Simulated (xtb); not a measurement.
xtb input (GFN2-xTB):

```bash
xtb mol.xyz --gfn 2 --sp --chrg 0 --uhf 0
```
mol.xyz:
```
3

Al    -0.00000000    -0.00000000    -0.06497518
O     -0.00000000    -0.00000000    -1.66227602
F      0.00000000     0.00000000     1.57143173
```

End of the output:

```
         :::::::::::::::::::::::::::::::::::::::::::::::::::::
         ::                     SUMMARY                     ::
         :::::::::::::::::::::::::::::::::::::::::::::::::::::
         :: total energy              -9.954775555959 Eh    ::
         :: gradient norm              0.037073741140 Eh/a0 ::
         :: HOMO-LUMO gap              3.229659807546 eV    ::
         ::.................................................::
         :: SCC energy                -9.994390799704 Eh    ::
         :: -> isotropic ES            0.062081365465 Eh    ::
         :: -> anisotropic ES          0.011586851608 Eh    ::
         :: -> anisotropic XC         -0.006484483621 Eh    ::
         :: -> dispersion             -0.000870908587 Eh    ::
         :: repulsion energy           0.039615243745 Eh    ::
         :: add. restraining           0.000000000000 Eh    ::
         :: total charge               0.000000000000 e     ::
         :::::::::::::::::::::::::::::::::::::::::::::::::::::

           -------------------------------------------------
          |                Property Printout                |
           -------------------------------------------------

    * Orbital Energies and Occupations

         #    Occupation            Energy/Eh            Energy/eV
      -------------------------------------------------------------
         1        2.0000           -0.8704423             -23.6859
         2        2.0000           -0.6453725             -17.5615
         3        2.0000           -0.5762062             -15.6794
         4        2.0000           -0.5677732             -15.4499
         5        2.0000           -0.5677732             -15.4499
         6        2.0000           -0.4867607             -13.2454
         7        2.0000           -0.4620749             -12.5737
         8        2.0000           -0.4620749             -12.5737 (HOMO)
         9                         -0.3433870              -9.3440 (LUMO)
        10                         -0.1891258              -5.1464
        11                         -0.1891258              -5.1464
        12                         -0.1631448              -4.4394
Note: The following floating-point exceptions are signalling: IEEE_DENORMAL
normal termination of xtb
        13                         -0.1631448              -4.4394
        14                          0.0484561               1.3186
        15                          0.0484561               1.3186
        16                          0.4072176              11.0810
        17                          1.0845497              29.5121
      -------------------------------------------------------------
                  HL-Gap            0.1186878 Eh            3.2297 eV
             Fermi-level           -0.4027309 Eh          -10.9589 eV

     #   Z          covCN         q      C6AA      α(0)
     1  13 Al       1.407     0.537   214.903    36.612
     2   8 O        0.735    -0.390    21.526     6.217
     3   9 F        0.672    -0.148    10.728     3.867

 Mol. C6AA /au·bohr⁶  :        467.158315
 Mol. C8AA /au·bohr⁸  :      29859.116249
 Mol. α(0) /au        :         46.695959

Wiberg/Mayer (AO) data.
largest (>0.10) Wiberg bond orders for each atom

 ---------------------------------------------------------------------------
     #   Z sym  total        # sym  WBO       # sym  WBO       # sym  WBO
 ---------------------------------------------------------------------------
     1  13 Al   3.562 --     2 O    2.191     3 F    1.371
     2   8 O    2.295 --     1 Al   2.191     3 F    0.104
     3   9 F    1.474 --     1 Al   1.371     2 O    0.104
 ---------------------------------------------------------------------------

Topologies differ in total number of bonds
Writing topology from bond orders to xtbtopo.mol

molecular dipole:
                 x           y           z       tot (Debye)
 q only:        0.000       0.000       0.719
   full:       -0.000      -0.000       1.079       2.741
molecular quadrupole (traceless):
                xx          xy          yy          xz          yz          zz
 q only:        2.570       0.000       2.570       0.000       0.000      -5.140
  q+dip:        2.398       0.000       2.398       0.000       0.000      -4.797
   full:        5.246      -0.000       5.246       0.000       0.000     -10.491

           -------------------------------------------------
          | TOTAL ENERGY               -9.954775555959 Eh   |
          | GRADIENT NORM               0.037073741140 Eh/α |
          | HOMO-LUMO GAP               3.229659807546 eV   |
           -------------------------------------------------

------------------------------------------------------------------------
------------------------------------------------------------------------
 total:
 SCF:
```
